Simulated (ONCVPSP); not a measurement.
# Pseudopotential generation for gallium: ONCV, PBE, scalar-relativistic.

The input file (ONCVPSP 4.0.1):

```
# ATOM AND REFERENCE CONFIGURATION
# atsym  z   nc   nv     iexc    psfile
  Ga 31.00    3    4        4      upf
#
#   n    l    f
    1    0    2.00
    2    0    2.00
    2    1    6.00
    3    0    2.00
    3    1    6.00
    3    2   10.00
    4    0    1.00
#
# PSEUDOPOTENTIAL AND OPTIMIZATION
# lmax
    2
#
#   l,   rc,      ep,       ncon, nbas, qcut
    0    1.05    0.00    4    8   10.90
    1    0.90    0.00    4    9   12.20
    2    1.20    0.00    4    9   15.60
#
# LOCAL POTENTIAL
# lloc, lpopt,  rc(5),   dvloc0
    4    5    0.90    2.00
#
# VANDERBILT-KLEINMAN-BYLANDER PROJECTORs
# l, nproj, debl
    0    2    0.50
    1    2    3.00
    2    2    1.60
#
# MODEL CORE CHARGE
# icmod, fcfact, rcfact
    0    0.00    0.00
#
# LOG DERIVATIVE ANALYSIS
# epsh1, epsh2, depsh
   -8.00    5.00    0.04
#
# OUTPUT GRID
# rlmax, drl
    6.00    0.01
#
# TEST CONFIGURATIONS
# ncnf
    4
# nvcnf
#   n    l    f
    5
    3    0    2.00
    3    1    6.00
    3    2   10.00
    4    0    2.00
    4    1    1.00
#
    4
    3    0    2.00
    3    1    6.00
    3    2   10.00
    4    0    2.00
#
    4
    3    0    2.00
    3    1    6.00
    3    2   10.00
    4    0    0.00
#
    5
    3    0    2.00
    3    1    6.00
    3    2    9.00
    4    0    2.00
    4    1    1.00
#
```

Command:

```bash
oncvpsp.x < Ga.dat > Ga.out
```

Resulting log (shortened: citation, most of the input echo, consistency checks and plot data are left out):

```
ONCVPSP  (Optimized Norm-Conservinng Vanderbilt PSeudopotential)
scalar-relativistic version 4.0.1

#   n    l    f        energy (Ha)
    1    0    2.00    -3.7670002E+02
    2    0    2.00    -4.7132626E+01
    2    1    6.00    -4.1125700E+01
    3    0    2.00    -6.1907595E+00
    3    1    6.00    -4.3803801E+00
    3    2   10.00    -1.4463864E+00
    4    0    1.00    -9.5804225E-01

Reference configufation results
  iterations    26
  all-electron total energy (Ha)   -1.94295231D+03

Begin loop to  construct optimized pseudo wave functions
and semi-local pseudopoentials for all angular momenta

Calculating optimized projector #   1

 for l=   0

    Fraction of norm inside rc  0.933059
    Optimizing pswf for qcut=  10.92 a_B^-1,  ecut=  59.61 Ha
    Residual kinetic energy error=  2.03D-05 Ha

    Energy error per electron        Cutoff
         Ha          eV             Ha
         0.01000     0.27211       33.53
         0.00100     0.02721       45.60
         0.00010     0.00272       53.57
         0.00001     0.00027       93.53

Calculating optimized projector #   2

 for l=   0

    Fraction of norm inside rc  0.053036
    Optimizing pswf for qcut=  10.92 a_B^-1,  ecut=  59.61 Ha
    Residual kinetic energy error=  1.84D-05 Ha

    Energy error per electron        Cutoff
         Ha          eV             Ha
         0.01000     0.27211       21.88
         0.00100     0.02721       41.78
         0.00010     0.00272       52.54
         0.00001     0.00027       71.08

WARNING wellstate: negative energy specified for n= 4 l=  1
WARNING scattering state with energy  0.25000000
WARNING will be used for the first projector

   Wellstate for l =  1  n =  5
     eigenvalue =   0.2500
     asymptotic potential =   0.7500
     half-point radius =  3.5432

Calculating optimized projector #   1

 for l=   1

    Fraction of norm inside rc  0.813808
    Optimizing pswf for qcut=  12.22 a_B^-1,  ecut=  74.63 Ha
    Residual kinetic energy error=  2.59D-06 Ha

    Energy error per electron        Cutoff
         Ha          eV             Ha
         0.01000     0.27211       43.55
         0.00100     0.02721       54.46
         0.00010     0.00272       63.07
         0.00001     0.00027       70.45

Calculating optimized projector #   2

 for l=   1

    Fraction of norm inside rc  0.018339
    Optimizing pswf for qcut=  12.22 a_B^-1,  ecut=  74.63 Ha
    Residual kinetic energy error=  7.01D-07 Ha

    Energy error per electron        Cutoff
         Ha          eV             Ha
         0.01000     0.27211       29.41
         0.00100     0.02721       42.27
         0.00010     0.00272       53.16
         0.00001     0.00027       61.72

   Wellstate for l =  2  n =  4
     eigenvalue =   0.1536
     asymptotic potential =   0.6536
     half-point radius =  2.3596

Calculating optimized projector #   1

 for l=   2

    Fraction of norm inside rc  0.848551
    Optimizing pswf for qcut=  15.59 a_B^-1,  ecut= 121.56 Ha
    Residual kinetic energy error=  2.33D-08 Ha

    Energy error per electron        Cutoff
         Ha          eV             Ha
         0.01000     0.27211       71.52
         0.00100     0.02721       84.97
         0.00010     0.00272       95.43
         0.00001     0.00027      104.43

Calculating optimized projector #   2

 for l=   2

    Fraction of norm inside rc  0.058343
    Optimizing pswf for qcut=  15.59 a_B^-1,  ecut= 121.56 Ha
    Residual kinetic energy error=  1.68D-08 Ha

    Energy error per electron        Cutoff
         Ha          eV             Ha
         0.01000     0.27211       60.89
         0.00100     0.02721       77.34
         0.00010     0.00272       90.68
         0.00001     0.00027      101.41

Construct Vanderbilt / Kleinmman-Bylander projectors

B matrix Hermiticity error, ll=   0
   1   2    9.0716E-04

  Orthonormal projector coefficients -9.1440E+00  6.3217E+00

B matrix Hermiticity error, ll=   1
   1   2   -5.1106E-04

  Orthonormal projector coefficients  3.6955E+00 -2.4103E+00

B matrix Hermiticity error, ll=   2
   1   2    1.9918E-04

  Orthonormal projector coefficients -1.5376E+01 -4.2986E+00

Pseudoatom total energy -253.878955

Diagnostic tests using Vanderbilt-Kleinman-Bylander pseudopotentials
  1 or more projectors used as specified by nproj input data

   l    rcore       rmatch      e in        delta e   norm test  slope test

   0   1.0511546   1.0830699  -6.1907595  -0.0002167   1.0011456   1.0011008
   0   1.0511546   1.0830699  -0.9580422  -0.0000279   0.9998085   0.9999733

   1   0.9051427   0.9326248  -4.3803801   0.0002476   1.0001507   1.0002613
   1   0.9051427   0.9326248   0.2500000   0.0005100   1.0007182   1.0007182

   2   1.2062023   1.2428252  -1.4463864  -0.0000090   1.0001809   1.0002008
   2   1.2062023   1.2428252   0.1536136   0.0000094   1.0003356   1.0003356

 Testing for bound ghosts
   n   l    E NL Schr. Eq   E Basis Diag.   E Cutoff

   1   0       -6.190976       -6.190973    238.86
   2   0       -0.958070       -0.787779    238.86

   2   1       -4.380133       -4.379844    482.85

   3   2       -1.446395       -1.445542    304.97

 Testing for highly-localized positive-energy ghosts
       l    <radius>/rc     E Basis Diag.   E Cutoff

       0        0.997950        7.025211    238.86  WARNING - GHOST(+)

Test configuration 0

   n   l     f        eae           eps        diff
   1   0  2.0000 -376.70002363
   2   0  2.0000  -47.13262576
   2   1  6.0000  -41.12570041
   3   0  2.0000   -6.19075951   -6.19097617   -2.17D-04
   3   1  6.0000   -4.38038008   -4.38013252    2.48D-04
   3   2 10.0000   -1.44638641   -1.44639542   -9.01D-06
   4   0  1.0000   -0.95804225   -0.95807013   -2.79D-05

    Total energies and differences
      AE_ref= -1.94295231D+03  AE_tst= -1.94295231D+03  dif=  0.00D+00
      PS_ref= -2.53878955D+02  PS_tst= -2.53878955D+02  dif=  4.21D-12
      PSP excitation error= -4.21D-12

Test configuration 1

   n   l     f        eae           eps        diff
   1   0  2.0000 -375.94425129
   2   0  2.0000  -46.38958798
   2   1  6.0000  -40.38149478
   3   0  2.0000   -5.44352838   -5.44374968   -2.21D-04
   3   1  6.0000   -3.63301169   -3.63280306    2.09D-04
   3   2 10.0000   -0.70391502   -0.70344463    4.70D-04
   4   0  2.0000   -0.32885947   -0.32895778   -9.83D-05
   4   1  1.0000   -0.09478380   -0.09477629    7.50D-06

    Total energies and differences
      AE_ref= -1.94295231D+03  AE_tst= -1.94393780D+03  dif= -9.85D-01
      PS_ref= -2.53878955D+02  PS_tst= -2.54864620D+02  dif= -9.86D-01
      PSP excitation error=  1.75D-04

Test configuration 2

   n   l     f        eae           eps        diff
   1   0  2.0000 -376.25088414
   2   0  2.0000  -46.69347132
   2   1  6.0000  -40.68571976
   3   0  2.0000   -5.74784119   -5.74808978   -2.49D-04
   3   1  6.0000   -3.93746457   -3.93722114    2.43D-04
   3   2 10.0000   -1.00775638   -1.00737157    3.85D-04
   4   0  2.0000   -0.60019325   -0.60029547   -1.02D-04

    Total energies and differences
      AE_ref= -1.94295231D+03  AE_tst= -1.94372876D+03  dif= -7.76D-01
      PS_ref= -2.53878955D+02  PS_tst= -2.54655563D+02  dif= -7.77D-01
      PSP excitation error=  1.55D-04

Test configuration 3

   n   l     f        eae           eps        diff
   1   0  2.0000 -377.19909805
   2   0  2.0000  -47.61802530
   2   1  6.0000  -41.61222923
   3   0  2.0000   -6.67975099   -6.68004494   -2.94D-04
   3   1  6.0000   -4.86901895   -4.86886721    1.52D-04
   3   2 10.0000   -1.92878097   -1.92935370   -5.73D-04

    Total energies and differences
      AE_ref= -1.94295231D+03  AE_tst= -1.94180310D+03  dif=  1.15D+00
      PS_ref= -2.53878955D+02  PS_tst= -2.52729667D+02  dif=  1.15D+00
      PSP excitation error= -7.86D-05

Test configuration 4

   n   l     f        eae           eps        diff
   1   0  2.0000 -376.65597629
   2   0  2.0000  -47.13414240
   2   1  6.0000  -41.12311704
   3   0  2.0000   -6.13121378   -6.13208800   -8.74D-04
   3   1  6.0000   -4.31280520   -4.31216986    6.35D-04
   3   2  9.0000   -1.35660390   -1.35117610    5.43D-03
   4   0  2.0000   -0.71014855   -0.71050096   -3.52D-04
   4   1  1.0000   -0.40841564   -0.40847319   -5.76D-05

    Total energies and differences
      AE_ref= -1.94295231D+03  AE_tst= -1.94292000D+03  dif=  3.23D-02
      PS_ref= -2.53878955D+02  PS_tst= -2.53849224D+02  dif=  2.97D-02
      PSP excitation error=  2.58D-03
```

The run took about 5.5 s on one core of a shared server CPU.
